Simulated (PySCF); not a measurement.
# Magnetic susceptibility: SMILES CSc1cc(C)nnn1, C5H7N3S

Geometry (Å), atoms numbered from 1 in this order:
```xyz
16

C     3.351   -0.483   -0.226
S     2.187   -0.018    1.083
C     0.691   -0.045    0.192
C    -0.526    0.257    0.808
C    -1.641    0.198   -0.016
C    -3.018    0.489    0.471
N    -1.502   -0.130   -1.307
N    -0.347   -0.394   -1.797
N     0.737   -0.364   -1.103
H     3.084   -1.463   -0.606
H     3.301    0.253   -1.021
H     4.336   -0.497    0.230
H    -0.584    0.517    1.853
H    -3.069    1.504    0.862
H    -3.723    0.380   -0.349
H    -3.284   -0.197    1.273
```

Method: GIAO PBE/pcSseg-1 magnetisability, rotational g tensor and spin-rotation constants, non-relativistic, gas phase (PySCF 2.14.0). Geometry: GFN2-xTB.

What are the magnetisability and the molar susceptibility?

Isotropic -1256 × 10⁻³⁰ J/T², or -75.6 × 10⁻⁶ cm³/mol; principal values -1845, -1002, -920 × 10⁻³⁰ J/T², anisotropy 887 × 10⁻³⁰ J/T² (root of half the summed squared differences of the principal values). The susceptibility is in cgs units.

Split it along the inertial axes a, b, c into diamagnetic and paramagnetic parts about the centre of mass, with the quadrupole moment.


```tsv
axis	χ (10⁻⁶ cm³/mol)	diamagnetic (10⁻⁶ cm³/mol)	paramagnetic (10⁻⁶ cm³/mol)	summed x² of all electrons (Å²)	quadrupole Θ (D Å)
a	-57.6	-452.0	394.4	323.9	+10.83
b	-58.1	-1441.2	1383.1	90.8	-9.44
c	-111.1	-1759.5	1648.4	15.8	-1.39
```
Anisotropies 2χaa − χbb − χcc = +54.0 and 2χbb − χaa − χcc = +52.5 × 10⁻⁶ cm³/mol. Θ is traceless in Buckingham's convention.

And the rotational g tensor?


| axis | rotational constant (GHz) | g | nuclear part | electronic part |
| --- | --- | --- | --- | --- |
| a | 3.4985 | -0.0891 | 0.5592 | -0.6482 |
| b | 0.9046 | -0.0177 | 0.5700 | -0.5878 |
| c | 0.7253 | +0.0022 | 0.5639 | -0.5617 |

Asymmetric top; isotopes 12C, 1H, 14N, 32S; no vibrational averaging.
